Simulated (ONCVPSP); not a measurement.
**Building the ONCV potential for magnesium (PBE, non-relativistic).**

The input file (ONCVPSP 4.0.1):

```
# ATOM AND REFERENCE CONFIGURATION
# atsym  z   nc   nv     iexc    psfile
  Mg 12.00    2    3        4      upf
#
#   n    l    f
    1    0    2.00
    2    0    2.00
    2    1    6.00
    3    0    1.00
    3    1    1.00
#
# PSEUDOPOTENTIAL AND OPTIMIZATION
# lmax
    2
#
#   l,   rc,      ep,       ncon, nbas, qcut
    0    2.75    0.00    4    8    2.20
    1    1.30    0.00    4    8   12.00
    2    2.45    0.17    4    8    4.60
#
# LOCAL POTENTIAL
# lloc, lpopt,  rc(5),   dvloc0
    4    5    1.20    0.00
#
# VANDERBILT-KLEINMAN-BYLANDER PROJECTORs
# l, nproj, debl
    0    1    2.20
    1    2    3.70
    2    2    0.90
#
# MODEL CORE CHARGE
# icmod, fcfact, rcfact
    4    0.65    0.00
#
# LOG DERIVATIVE ANALYSIS
# epsh1, epsh2, depsh
   -3.00    5.00    0.02
#
# OUTPUT GRID
# rlmax, drl
    6.00    0.01
#
# TEST CONFIGURATIONS
# ncnf
    4
# nvcnf
#   n    l    f
    3
    2    1    6.00
    3    0    2.00
    3    1    0.00
#
    3
    2    1    6.00
    3    0    1.00
    3    1    0.00
#
    3
    2    1    6.00
    3    0    0.00
    3    1    0.00
#
    3
    2    1    6.00
    3    0    0.00
    3    1    1.00
#
```

Command:

```bash
oncvpspnr.x < Mg.dat > Mg.out
```

Output (shortened: citation, most of the input echo, consistency checks and plot data are left out):

```
ONCVPSP  (Optimized Norm-Conservinng Vanderbilt PSeudopotential)
scalar-relativistic version 4.0.1

#   n    l    f        energy (Ha)
    1    0    2.00    -4.6278070E+01
    2    0    2.00    -2.9991863E+00
    2    1    6.00    -1.7898276E+00
    3    0    1.00    -2.0788259E-01
    3    1    1.00    -7.6204256E-02

Reference configufation results
  iterations    25
  all-electron total energy (Ha)   -1.99827236D+02

Begin loop to  construct optimized pseudo wave functions
and semi-local pseudopoentials for all angular momenta

Calculating optimized projector #   1

 for l=   0

    Fraction of norm inside rc  0.458119
    Optimizing pswf for qcut=   2.20 a_B^-1,  ecut=   2.41 Ha
    Residual kinetic energy error=  1.49D-03 Ha

    Energy error per electron        Cutoff
         Ha          eV             Ha
         0.01000     0.27211        0.75
         0.00100     0.02721        2.86
         0.00010     0.00272       18.73
         0.00001     0.00027       23.30

Calculating optimized projector #   1

 for l=   1

    Fraction of norm inside rc  0.933361
    Optimizing pswf for qcut=  12.01 a_B^-1,  ecut=  72.11 Ha
    Residual kinetic energy error=  2.71D-07 Ha

    Energy error per electron        Cutoff
         Ha          eV             Ha
         0.01000     0.27211       42.16
         0.00100     0.02721       51.22
         0.00010     0.00272       58.65
         0.00001     0.00027       64.23

Calculating optimized projector #   2

 for l=   1

    Fraction of norm inside rc  0.016227
    Optimizing pswf for qcut=  12.01 a_B^-1,  ecut=  72.11 Ha
    Residual kinetic energy error=  1.14D-07 Ha

    Energy error per electron        Cutoff
         Ha          eV             Ha
         0.01000     0.27211       27.04
         0.00100     0.02721       40.32
         0.00010     0.00272       50.87
         0.00001     0.00027       59.70

   Wellstate for l =  2  n =  3
     eigenvalue =   0.1700
     asymptotic potential =   0.6700
     half-point radius =  6.3779

   Wellstate for l =  2  n =  4
     eigenvalue =   1.0700
     asymptotic potential =   1.5700
     half-point radius =  4.3895

Calculating optimized projector #   1

 for l=   2

    Fraction of norm inside rc  0.126107
    Optimizing pswf for qcut=   4.59 a_B^-1,  ecut=  10.55 Ha
    Residual kinetic energy error=  7.48D-06 Ha

    Energy error per electron        Cutoff
         Ha          eV             Ha
         0.01000     0.27211        2.16
         0.00100     0.02721        5.36
         0.00010     0.00272        8.14
         0.00001     0.00027       10.31

Calculating optimized projector #   2

 for l=   2

    Fraction of norm inside rc  0.377054
    Optimizing pswf for qcut=   4.59 a_B^-1,  ecut=  10.55 Ha
    Residual kinetic energy error=  3.51D-04 Ha

    Energy error per electron        Cutoff
         Ha          eV             Ha
         0.01000     0.27211        6.83
         0.00100     0.02721        9.49
         0.00010     0.00272       13.01
         0.00001     0.00027       39.74

Construct Vanderbilt / Kleinmman-Bylander projectors

B matrix Hermiticity error, ll=   1
   1   2   -2.5733E-09

  Orthonormal projector coefficients -1.0479E+01 -2.9251E+00

B matrix Hermiticity error, ll=   2
   1   2   -4.1102E-09

  Orthonormal projector coefficients -1.2895E+00 -9.8379E-01

Model core correction analysis
  based on d2Exc/dn_idn_j

d2excae - all-electron derivatives

   -6.488486D-02   -3.602176D-03   -1.548169D-03
   -3.600642D-03   -4.037911D-02   -2.915147D-02
   -1.548094D-03   -2.914166D-02   -3.092309D-02

d2excps - pseudofunction derivatives with no core correction

   -7.662531D-02   -3.911051D-03   -1.768109D-03
   -3.909607D-03   -4.001188D-02   -2.906135D-02
   -1.768218D-03   -2.905601D-02   -3.088771D-02

rms 2nd derivative error    3.919714E-03

rmatch, rhocmatch    0.2698   34.0736

Coarse scan for minimum error
  matrix elements: rms 2nd-derivative errors (mHa)
  column index : amplitude prefactor to rhocmatch
  row index : scale prefactor to rmatch

         1.500  2.000  2.500  3.000  3.500  4.000  4.500  5.000  5.500  6.000

  1.0    3.968  4.009  4.042  4.067  4.086  4.100  4.109  4.115  4.118  4.119
  1.1    3.892  3.937  3.982  4.020  4.050  4.073  4.091  4.105  4.114  4.121
  1.2    3.792  3.835  3.890  3.939  3.980  4.012  4.038  4.057  4.072  4.082
  1.3    3.676  3.712  3.776  3.835  3.883  3.920  3.949  3.971  3.986  3.997
  1.4    3.555  3.579  3.645  3.707  3.757  3.794  3.820  3.839  3.850  3.856
  1.5    3.434  3.439  3.497  3.553  3.596  3.625  3.643  3.652  3.654  3.651
  1.6    3.310  3.288  3.328  3.367  3.394  3.408  3.411  3.405  3.393  3.375
  1.7    3.179  3.122  3.132  3.145  3.148  3.139  3.120  3.094  3.062  3.025
  1.8    3.035  2.936  2.905  2.883  2.854  2.816  2.769  2.717  2.660  2.599
  1.9    2.873  2.724  2.645  2.580  2.511  2.437  2.358  2.274  2.187  2.099

Nelder-Mead iteration
 converged in  17 steps
amplitude prefactor, scale prefactor
    6.8315    2.1825

Optimized Teter model core charge

d2excps - pseudofunction derivatives with core correction

   -6.489400D-02   -3.806677D-03   -1.427319D-03
   -3.805190D-03   -4.000891D-02   -2.905835D-02
   -1.427350D-03   -2.905301D-02   -3.087736D-02

rms 2nd derivative error    1.727553E-04

Pseudoatom total energy  -36.988170

Diagnostic tests using Vanderbilt-Kleinman-Bylander pseudopotentials
  1 or more projectors used as specified by nproj input data

   l    rcore       rmatch      e in        delta e   norm test  slope test

   0   2.7646552   2.8485961  -0.2078826   0.0000000   1.0000000   1.0000001

   1   1.3010542   1.3405571  -1.7898276  -0.0000002   0.9999998   0.9999997
   1   1.3010542   1.3405571  -0.0762043   0.0000000   1.0000000   1.0000000

   2   2.4529086   2.5273842   0.1700000  -0.0000000   1.0000000   1.0000000
   2   2.4529086   2.5273842   1.0700000   0.0000000   1.0000000   1.0000000

 Testing for bound ghosts
   n   l    E NL Schr. Eq   E Basis Diag.   E Cutoff

   1   0       -0.207883       -0.206587     24.46

   2   1       -1.789828       -1.789772    179.31
   3   1       -0.076204        0.215339    179.31

 Testing for highly-localized positive-energy ghosts
       l    <radius>/rc     E Basis Diag.   E Cutoff

       0        0.685908        0.200455     24.46  WARNING - GHOST(+)

Test configuration 0

   n   l     f        eae           eps        diff
   1   0  2.0000  -46.27807029
   2   0  2.0000   -2.99918629
   2   1  6.0000   -1.78982756   -1.78982774   -1.84D-07
   3   0  1.0000   -0.20788259   -0.20788259    5.82D-09
   3   1  1.0000   -0.07620426   -0.07620426    0.00D+00

    Total energies and differences
      AE_ref= -1.99827236D+02  AE_tst= -1.99827236D+02  dif=  0.00D+00
      PS_ref= -3.69881697D+01  PS_tst= -3.69881697D+01  dif=  3.27D-13
      PSP excitation error= -3.27D-13

Test configuration 1

   n   l     f        eae           eps        diff
   1   0  2.0000  -46.20079400
   2   0  2.0000   -2.92347738
   2   1  6.0000   -1.71456408   -1.71987574   -5.31D-03
   3   0  2.0000   -0.17268069   -0.17298272   -3.02D-04

    Total energies and differences
      AE_ref= -1.99827236D+02  AE_tst= -1.99954967D+02  dif= -1.28D-01
      PS_ref= -3.69881697D+01  PS_tst= -3.71158243D+01  dif= -1.28D-01
      PSP excitation error= -7.62D-05

Test configuration 2

   n   l     f        eae           eps        diff
   1   0  2.0000  -46.53912108
   2   0  2.0000   -3.25626838
   2   1  6.0000   -2.04710510   -2.04276467    4.34D-03
   3   0  1.0000   -0.41749983   -0.41663609    8.64D-04

    Total energies and differences
      AE_ref= -1.99827236D+02  AE_tst= -1.99662860D+02  dif=  1.64D-01
      PS_ref= -3.69881697D+01  PS_tst= -3.68239277D+01  dif=  1.64D-01
      PSP excitation error=  1.34D-04

Test configuration 3

   n   l     f        eae           eps        diff
   1   0  2.0000  -46.95521186
   2   0  2.0000   -3.66182804
   2   1  6.0000   -2.45182997   -2.45174576    8.42D-05

    Total energies and differences
      AE_ref= -1.99827236D+02  AE_tst= -1.99111589D+02  dif=  7.16D-01
      PS_ref= -3.69881697D+01  PS_tst= -3.62730059D+01  dif=  7.15D-01
      PSP excitation error=  4.83D-04

Test configuration 4

   n   l     f        eae           eps        diff
   1   0  2.0000  -46.60659845
   2   0  2.0000   -3.32271613
   2   1  6.0000   -2.11288423   -2.11277803    1.06D-04
   3   1  1.0000   -0.28689625   -0.28674655    1.50D-04

    Total energies and differences
      AE_ref= -1.99827236D+02  AE_tst= -1.99503205D+02  dif=  3.24D-01
      PS_ref= -3.69881697D+01  PS_tst= -3.66639086D+01  dif=  3.24D-01
      PSP excitation error= -2.31D-04
```

oncvpspnr.x prints “scalar-relativistic version” in its banner although the run is non-relativistic.

The run took about 4.5 s on one core of a shared server CPU.
